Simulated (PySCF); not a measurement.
# Correlation energy of I (iodine, neutral)

[Kr] 4d10 5s2 5p5, 2P determinant. Calculation: PySCF 2.14, in ANO-RCC-VTZP; scalar relativity by spin-free X2C-1e. Frozen: [Kr] 4d10; 7 electrons correlated.

```
  level  correlation energy (mhartree)
   CCSD                        -132.96
    (T)                          -4.10
CCSD(T)                        -137.06
```

Diagnostics: T1 = 0.0067, D1 = 0.0210, largest double amplitude 0.050.

Cost of the coupled-cluster step: roughly 2.6 core-seconds, for 7 correlated electrons.
